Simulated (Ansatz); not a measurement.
System: sum formula KOH, charge 0, multiplicity 1. 
Coordinates optimised at B3LYP-D3(BJ)/def2-TZVP (Ansatz, a program for electronic structure):
```
O
H 1 0.9574
K 1 2.2222 2 180.00
```

Total electronic energies in hartree. Correlated levels leave the core frozen unless marked. Spin-orbit coupling is left out. Frozen are the shells of the preceding noble gas and the d and f shells that filled before the atom's block. The outer core of K, Ca and their heavier congeners is not correlated, a term that matters for these elements. Non-relativistic. CBS(X,Y): correlation extrapolated as X^-3; Hartree-Fock from the larger set.

```csv
level,program,energy (Eh)
PBE-D3(BJ)/def2-TZVPD,Ansatz + dftd3,-675.50598
PBE0-D3(BJ)/def2-TZVPD,Ansatz + dftd3,-675.54887
r2SCAN0-D4/def2-TZVPD,Ansatz + dftd4,…
B2GP-PLYP-D4/def2-TZVPD,Ansatz + dftd4,-675.47601
B2PLYP-D4/def2-TZVPD,Ansatz + dftd4,…
CCSD/def2-SVP,Ansatz,-674.66974
"CCSD/CBS(def2-TZVPPD,def2-QZVPPD)",Ansatz,-674.9611
CCSD(T)/def2-TZVPP,Ansatz,-674.91720
"CCSD(T)/CBS(def2-TZVPPD,def2-QZVPPD)",Ansatz,-674.9734
```

Problem. What belongs in the gaps?

Solution. 
- r2SCAN0-D4/def2-TZVPD, energy (Eh): -675.71503
- B2PLYP-D4/def2-TZVPD, energy (Eh): -675.55699
